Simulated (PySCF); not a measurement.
PySCF input (M06-2X/6-31G* with LANL2DZ past Ar (5d)):

```python
from pyscf import gto, dft

mol = gto.M(
    atom='''
    Sb    0.21348782    0.15155298   -0.00564657
    F    -1.38497171   -0.98317830    0.03663131
    F    -1.11370954    1.75804384    0.09439721
    F     1.28891696   -1.63366576   -0.09903129
    ''',
    basis={'default': '6-31g*', 'Sb': 'lanl2dz'},
    ecp={'Sb': 'lanl2dz'},
    charge=-1,
    spin=1,
    verbose=4,
)

mf = dft.UKS(mol, xc='m062x')
mf.grids.level = 4
mf.conv_tol = 1e-9
mf.max_cycle = 100
mf.max_memory = 1500
mf.kernel()
if not mf.converged:
    mf = mf.newton()
    mf.kernel(mf.make_rdm1())
mo, _, stable, _ = mf.stability(return_status=True)
if not stable:
    mf.kernel(mf.make_rdm1(mo, mf.mo_occ))
    stable = mf.stability(return_status=True)[2]
mf.dip_moment()
```

Problem. What final total energy does it give?

Solution. -304.85029 Eh.
